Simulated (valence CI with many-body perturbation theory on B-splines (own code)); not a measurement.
## Forbidden lines of Os27+

Calculated by relativistic CI+MBPT: three valence electrons over a frozen Dirac-Fock core [Kr] 4d10, a basis of 8 s, 8 p, 9 d, 9 f, 6 g, 3 h, 2 i functions for each j, with the one-electron correlation potential Σ1, the two-electron term Σ2, the three-electron term Σ3, Breit, model QED; selected CI, second order for the rest (own B-spline code, finite nucleus).

No measured spectrum was set against this ion. As an estimate, large intervals hold to a few tenths of a per cent, small ones and those within an open d or f shell to about a per cent. Core correlation moves these levels by up to 50000 cm⁻¹, and in measured spectra 5 to 20 % of such shifts remained as error; rates that hang on mixing are uncertain with them.

Lines 1 to 50 of 120 in falling wavelength, among levels below 1266300 cm⁻¹, chosen from the decays that carry over 1 % of a level's rate. Wavelengths and rates use the calculated energies. S is in atomic units (e²a₀⁴ for E2 and M2, e²a₀⁶ for E3), for M1 in squared Bohr magnetons. Weak lines are less certain than strong ones. Lines between different terms over intervals too small for the method are left out, as are lines whose strength nearly cancels. Where a level lies close to another of its J and parity, the split of strength between their lines is uncertain.

Levels are named by their leading jj configuration (3d3/2^4 stands for four electrons in 3d with j = 3/2), which in mixed levels can hold well under half, so a name can repeat and another be missing. Letters in brackets count levels of one name in rising energy.

```
λ vac (nm)                       Upper                       Lower  Type   A (s⁻¹)  S (a.u.)
      1366   (4f5/2^2 4f7/2) J=3/2 [a]             (4f5/2^3) J=5/2    M1  2.49e+00  9.41e-01
      1219   (4f5/2^2 4f7/2) J=7/2 [a]             (4f5/2^3) J=5/2    M1  3.82e+00  2.05e+00
      1191   (4f5/2^2 4f7/2) J=5/2 [a]             (4f5/2^3) J=5/2    M1  4.99e+00  1.87e+00
      1052  (4f5/2^2 4f7/2) J=11/2 [b]   (4f5/2 4f7/2^2) J=9/2 [b]    M1  6.36e+00  3.29e+00
      1031   (4f5/2^2 4f7/2) J=3/2 [b]   (4f5/2^2 4f7/2) J=5/2 [b]    M1  1.95e+01  3.18e+00
     875.3  (4f5/2 4f7/2^2) J=13/2 [b]  (4f5/2 4f7/2^2) J=11/2 [b]    M1  7.54e+00  2.62e+00
     830.7   (4f5/2^2 4f7/2) J=7/2 [b]   (4f5/2^2 4f7/2) J=5/2 [a]    M1  1.36e+01  2.31e+00
     821.2   (4f5/2^2 4f7/2) J=7/2 [a]       (4f5/2^2 4f7/2) J=9/2    M1  2.04e+01  3.35e+00
     817.3   (4f5/2^2 4f7/2) J=7/2 [b]   (4f5/2^2 4f7/2) J=7/2 [a]    M1  7.74e+00  1.25e+00
     811.6  (4f5/2 4f7/2^2) J=11/2 [b]  (4f5/2^2 4f7/2) J=11/2 [b]    M1  1.72e+01  4.08e+00
     692.6      (4f5/2^2 4f7/2) J=15/2      (4f5/2^2 4f7/2) J=13/2    M1  2.21e+01  4.36e+00
     653.0       (4f5/2 4f7/2^2) J=1/2   (4f5/2^2 4f7/2) J=3/2 [b]    M1  9.47e+01  1.96e+00
     647.4   (4f5/2^2 4f7/2) J=3/2 [b]       (4f5/2^2 4f7/2) J=1/2    M1  8.70e+00  3.50e-01
     632.3         (4f7/2^3) J=9/2 [b]         (4f7/2^3) J=9/2 [a]    M1  2.36e+01  2.21e+00
     600.4             (4f5/2^3) J=5/2             (4f5/2^3) J=3/2    M1  8.47e+01  4.08e+00
     596.5      (4f5/2 4f7/2^2) J=15/2  (4f5/2 4f7/2^2) J=13/2 [a]    M1  1.24e+02  1.56e+01
     567.2   (4f5/2 4f7/2^2) J=7/2 [b]   (4f5/2 4f7/2^2) J=5/2 [a]    M1  1.67e+01  9.02e-01
     562.1   (4f5/2 4f7/2^2) J=5/2 [a]   (4f5/2 4f7/2^2) J=7/2 [a]    M1  1.04e+01  4.13e-01
     518.4   (4f5/2 4f7/2^2) J=9/2 [a]   (4f5/2^2 4f7/2) J=7/2 [a]    M1  6.24e+01  3.22e+00
     494.0   (4f5/2 4f7/2^2) J=9/2 [b]   (4f5/2^2 4f7/2) J=7/2 [b]    M1  2.09e+02  9.36e+00
     492.1  (4f5/2 4f7/2^2) J=13/2 [a]  (4f5/2^2 4f7/2) J=11/2 [a]    M1  3.44e+02  2.13e+01
     489.3   (4f5/2^2 4f7/2) J=7/2 [b]             (4f5/2^3) J=5/2    M1  2.36e+02  8.22e+00
     463.5   (4f5/2 4f7/2^2) J=5/2 [a]   (4f5/2 4f7/2^2) J=3/2 [a]    M1  9.47e+01  2.10e+00
     458.1  (4f5/2 4f7/2^2) J=11/2 [b]   (4f5/2 4f7/2^2) J=9/2 [b]    M1  1.49e+02  6.35e+00
     448.6  (4f5/2^2 4f7/2) J=11/2 [b]      (4f5/2^2 4f7/2) J=13/2    M1  6.21e+00  2.49e-01
     440.8   (4f5/2^2 4f7/2) J=5/2 [b]   (4f5/2^2 4f7/2) J=7/2 [b]    M1  4.07e+01  7.75e-01
     421.1  (4f5/2 4f7/2^2) J=13/2 [b]  (4f5/2^2 4f7/2) J=11/2 [b]    M1  4.12e+01  1.60e+00
     417.1   (4f5/2^2 4f7/2) J=3/2 [a]             (4f5/2^3) J=3/2    M1  1.87e+02  2.01e+00
     409.6   (4f5/2^2 4f7/2) J=7/2 [b]       (4f5/2^2 4f7/2) J=9/2    M1  1.57e+01  3.20e-01
     405.7         (4f7/2^3) J=9/2 [a]   (4f5/2 4f7/2^2) J=7/2 [a]    M1  1.09e+02  2.70e+00
     401.8       (4f5/2^2 4f7/2) J=9/2  (4f5/2^2 4f7/2) J=11/2 [a]    M1  6.83e+01  1.64e+00
     399.2   (4f5/2^2 4f7/2) J=5/2 [a]             (4f5/2^3) J=3/2    M1  1.44e+02  2.03e+00
     395.5  (4f5/2^2 4f7/2) J=11/2 [a]             (4f5/2^3) J=9/2    M1  5.92e+02  1.63e+01
     370.3   (4f5/2 4f7/2^2) J=3/2 [a]   (4f5/2^2 4f7/2) J=5/2 [a]    M1  1.89e+01  1.42e-01
     356.1   (4f5/2 4f7/2^2) J=3/2 [a]   (4f5/2^2 4f7/2) J=3/2 [a]    M1  3.99e+02  2.67e+00
     339.5         (4f7/2^3) J=9/2 [b]  (4f5/2^2 4f7/2) J=11/2 [b]    M1  6.44e+01  9.33e-01
     332.8       (4f5/2^2 4f7/2) J=1/2   (4f5/2^2 4f7/2) J=3/2 [a]    M1  1.25e+02  3.42e-01
     325.1       (4f5/2 4f7/2^2) J=1/2       (4f5/2^2 4f7/2) J=1/2    M1  6.35e+01  1.62e-01
     324.8   (4f5/2 4f7/2^2) J=7/2 [a]   (4f5/2^2 4f7/2) J=5/2 [a]    M1  5.26e+02  5.34e+00
     322.7   (4f5/2 4f7/2^2) J=7/2 [a]   (4f5/2^2 4f7/2) J=7/2 [a]    M1  2.31e+02  2.30e+00
     317.8   (4f5/2 4f7/2^2) J=9/2 [a]       (4f5/2^2 4f7/2) J=9/2    M1  4.04e+02  4.80e+00
     317.6   (4f5/2 4f7/2^2) J=7/2 [b]   (4f5/2^2 4f7/2) J=5/2 [b]    M1  3.50e+02  3.33e+00
     316.5  (4f5/2 4f7/2^2) J=13/2 [b]      (4f5/2^2 4f7/2) J=15/2    M1  5.17e+00  8.51e-02
     315.2   (4f5/2 4f7/2^2) J=3/2 [b]   (4f5/2^2 4f7/2) J=5/2 [b]    M1  1.02e+02  4.75e-01
     307.9   (4f5/2 4f7/2^2) J=9/2 [b]   (4f5/2^2 4f7/2) J=7/2 [a]    M1  1.17e+02  1.26e+00
     305.5       (4f5/2 4f7/2^2) J=1/2   (4f5/2 4f7/2^2) J=3/2 [a]    M1  2.33e+02  4.92e-01
     303.2  (4f5/2 4f7/2^2) J=11/2 [a]       (4f5/2^2 4f7/2) J=9/2    M1  2.78e+02  3.45e+00
     298.5  (4f5/2 4f7/2^2) J=11/2 [b]  (4f5/2 4f7/2^2) J=11/2 [a]    M1  3.38e+02  4.00e+00
     294.8   (4f5/2 4f7/2^2) J=7/2 [b]   (4f5/2 4f7/2^2) J=9/2 [b]    M1  1.81e+01  1.38e-01
     293.1      (4f5/2^2 4f7/2) J=15/2      (4f5/2 4f7/2^2) J=15/2    M1  3.30e+02  4.93e+00
```
